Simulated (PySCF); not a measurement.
**A small calculation by hand: oscillator strength and radiative lifetime**

SiCl₂, SMILES Cl[Si]Cl (connectivity only; charge and spin as stated), neutral, multiplicity 1.

Geometry optimised at PBE0-D3(BJ)/def2-TZVP. The isomer is the one that the SMILES or the coordinates give; other isomers of the formula were not compared.

TDDFT-PBE/def2-SVPD in PySCF 2.14.0 puts the first singlet state with f over 0.02 at 3.71 eV (vertical), with the transition dipole (-0.495, 0.000, 0.000) in atomic units.

### Question
Find the oscillator strength, the wavelength and the radiative lifetime that this transition would have in vacuum if emission retraced absorption.

### Answer

|μ|² = 0.2450 au, so |μ| = 1.26 D. ΔE = 3.71/27.211 = 0.1363 hartree. f = (2/3) ΔE |μ|² = 0.022 (the program prints 0.022).
λ = 1239.84/3.71 = 334 nm; ν = 29923 cm⁻¹.
Einstein's coefficient A = 0.6670 ν² f s⁻¹ (ν in cm⁻¹) = 1.3e7 s⁻¹, so τ = 1/A = 75 ns. This state is S1. The figure is the radiative limit of this one transition; relaxation, internal conversion, crossing to triplets and a medium change what is measured.
